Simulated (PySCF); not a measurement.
# [Sm(NH3)3]3+: from a saddle point downhill

PySCF 2.14.0, RKS PBE0, Sm lcecp-1-SVP with ECP51, N def2-SVP, H def2-SVP; non-relativistic Hamiltonian with scalar-relativistic core potentials where named; density fitting; no spin-orbit coupling. Relaxed within the symmetry of its start, the geometry (C3h) is

```xyz
13

Sm    0.0000    0.0000    0.0000
N     2.4648    0.0010    0.0000
H     2.9145   -0.4676    0.8083
H     2.9145   -0.4676   -0.8083
H     2.9148    0.9345    0.0000
N    -1.2332    2.1341    0.0000
H    -1.0523    2.7578    0.8083
H    -1.0523    2.7578   -0.8083
H    -2.2667    2.0570    0.0000
N    -1.2315   -2.1350    0.0000
H    -1.8622   -2.2902    0.8083
H    -1.8622   -2.2902   -0.8083
H    -0.6481   -2.9915    0.0000
```

and its lowest harmonic modes are -44, -41, -41, -40, 82, 82 cm⁻¹ (negative: unstable). It was moved along the lowest mode and relaxed again, within the group C3 that the move left.

Problem. Where does it end, and how much lower?

Solution. In C3, 0.037 eV lower, after 16 steps:
```xyz
13

Sm    0.0000    0.0000    0.7430
N     2.3341   -0.0013   -0.0247
H     3.0284   -0.2865    0.6918
H     2.5579   -0.6290   -0.8185
H     2.7032    0.9125   -0.3453
N    -1.1659    2.0221   -0.0247
H    -1.2661    2.7659    0.6918
H    -0.7342    2.5297   -0.8185
H    -2.1419    1.8848   -0.3453
N    -1.1682   -2.0207   -0.0247
H    -1.7623   -2.4794    0.6918
H    -1.8237   -1.9007   -0.8185
H    -0.5613   -2.7973   -0.3453
```

Problem. How do the contacts change?

Solution. 
```json
{"contact": "Sm1–N2 (NH3)", "saddle (Å)": "2.465", "end (Å)": "2.457"}
{"contact": "Sm1–N6 (NH3)", "saddle (Å)": "2.465", "end (Å)": "2.457"}
{"contact": "Sm1–N10 (NH3)", "saddle (Å)": "2.465", "end (Å)": "2.457"}
```


No frequency check is given for the end, and other unstable modes may remain.

An lcecp potential fixes the number of 4f electrons, so in runs with it no electron can move into or out of that shell.

State: singlet in the valence, with the 4f electrons in the core potential.
